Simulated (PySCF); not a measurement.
# Dipole moment and polarisability of SnI2

Compound: SnI2.
Structure used (PBE0-D3(BJ)/def2-SVP), in Å, numbered top down from 1:
```
atom  x, y, z in Å
Sn1    0.0042   -0.0071   -1.1703
I2     2.1060   -0.0199    0.5931
I3    -2.1102    0.0270    0.5772
```

Level: CAM-B3LYP/def2-SVPD (PySCF), static field, nuclei fixed, core orbitals frozen in the response. The polarisability tensor in these axes (au):

```
x   162.71  -0.88   0.18
y    -0.88  84.02   0.19
z     0.18   0.19 115.88
```

What are the eigenvalues, a third of the trace, and Δα (Δα² = ½Σ(αi − αj)² over the three pairs)?

Principal values 84.01, 115.88 and 162.72 au; mean 120.87 au = 17.91 Å³ = 19.93 × 10⁻⁴⁰ C²·m²/J; Δα = 68.57 au (57 % of the mean).

What is the dipole moment, and where does it point?

(0.01, -0.02, -2.77) D, 2.77 D in size, pointing from the negative to the positive side. Measured along this direction, the outermost atoms are I2 and I3 at the negative end and Sn1 at the positive end.

Give the principal axes and the span of the nuclei along them.

Largest value along (1.00, -0.01, 0.00), where the nuclei span 4.22 Å; middle along (0.00, 0.01, 1.00), 1.76 Å; least along (0.01, 1.00, -0.01), 0.00 Å. The response follows the extents in order.

In TDDFT the mean static polarisability is Σ f/ω² over all singlet excitations (ω in hartree). How much of it do the 10 lowest give? Their energies (eV) and oscillator strengths: 2.86, 0.0053; 3.08, 0.0000; 3.65, 0.0376; 4.04, 0.0045; 4.17, 0.0025; 4.63, 0.0000; 4.79, 0.0008; 4.86, 0.1078; 5.01, 0.0000; 5.16, 0.0045.

They add up to 6.41 au, 5.3 % of the 120.87 au; the largest single term is 3.38 au, from the state at 4.86 eV. Terms in order: 0.48, 0.00, 2.09, 0.20, 0.11, 0.00, 0.03, 3.38, 0.00, 0.12 au. Higher excitations give the rest. The strengths listed sum to 0.163.

What molar refraction does this α imply?

Lorentz–Lorenz: R = (4π/3)N_A α = 2.5225 cm³/(mol·Å³) × 17.91 Å³ = 45.2 cm³/mol, in the limit of long wavelengths.

In a dilute gas of rigid molecules at 350 K, how does the orientational term μ²/3kT compare with the electronic polarisability?

In Gaussian units μ²/3kT = 52.99 Å³ against 17.91 Å³, a ratio of 2.96; the Debye molar polarisation (4π/3)N_A(α + μ²/3kT) is 178.8 cm³/mol, leaving out the vibrational part.

Isolated species at its PBE0-D3(BJ)/def2-SVP geometry, gas phase. Atoms past krypton carry effective core potentials; spin–orbit coupling is left out.
